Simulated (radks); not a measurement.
Values are calculated unless marked as measured or tabulated.
All-electron atom: Cl6+ in [Ne] 3s1 (the NIST ground configuration).

Code: a radial shooting solver on a logarithmic mesh with Libxc functionals. Model: Dirac Kohn-Sham, LDA (Slater exchange, Perdew-Wang correlation), spin-unpolarised, spherical densities, finite nucleus; Fermi nuclear charge, rms radius 3.3654 fm.

Energy parts (eV):
part                      energy
total                 -12225.085
kinetic                12285.267
electron-nucleus      -27968.718
Hartree                 4108.144
exchange-correlation    -649.779

Orbitals (lengths in bohr, moments of r in powers of bohr; r(90%) holds 90 % of the orbital's charge):
orbital,occ.,eigenvalue (eV),r(90%)
1s1/2,2,-2854.667,0.163
2s1/2,2,-358.5302,0.690
2p1/2,2,-300.2574,0.664
2p3/2,4,-298.5238,0.668
3s1/2,1,-106.1032,1.86
3p1/2,0,-91.3672,1.96
3p3/2,0,-91.1033,1.97
3d3/2,0,-70.3833,2.09
3d5/2,0,-70.3585,2.10
4s1/2,0,-49.0620,3.63

The highest occupied level is 3s1/2 at -106.10 eV. The electron density at the nucleus is 3564 e/bohr^3. The density falls to 0.001 e/bohr^3 at r = 2.34 bohr. Summed over all electrons, <r^2> = 3.518 bohr^2, which gives a Langevin (diamagnetic) susceptibility term of -2.79 x 10^-6 cm^3/mol.
